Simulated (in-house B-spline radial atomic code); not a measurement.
# Removing one electron from the carbon ion C⁴⁺

Closed shell 1s2. Computed with an all-electron radial atomic-structure program (B-spline basis): Koopmans values of Dirac-Hartree-Fock plus a diagonal self-energy, in second order or with its direct term screened (direct RPA, with the hole-particle interaction, or full time-dependent Hartree-Fock), linearised in energy; no-pair Dirac-Coulomb Hamiltonian, finite nucleus. Shifts add to the Koopmans value (the ΔSCF shift is orbital relaxation alone); the final value takes TDHF screening with Breit and QED.

Command:
```bash
python run_mb.py task.json out
```
Settings (nuclear radius in fm, box in bohr, cutoff in hartree):
```
basis_form          2
Z                   6
core_configuration  1s2
rms_radius          2.4702
mass_number         12
speed_of_light      137.036
box_radius          12.128
lmax                7
intervals           65
virtual_cutoff      600.0
```

Cost of the run: 0.7 s on 1 thread of Intel(R) Xeon(R) Platinum 8488C (shared host).

Energies in eV:

```
subshell  Koopmans  ΔSCF shift  second order  direct RPA  hole-particle  TDHF  Breit + QED  final
   1s1/2    392.47      -1.518             ?           ?              ?     ?            ?      ?
```

Q: What does the self-energy do to 1s1/2?

A: It shifts the removal energy by -0.293 eV in second order, -0.097 with direct RPA, -0.355 with the hole-particle term and -0.402 with TDHF screening (quasi-particle weight 0.995); Breit and QED add -0.086 eV. The final value is 391.99 eV, against 392.091 eV (NIST, tabulated theory). Recoil and two-electron QED terms are left out.
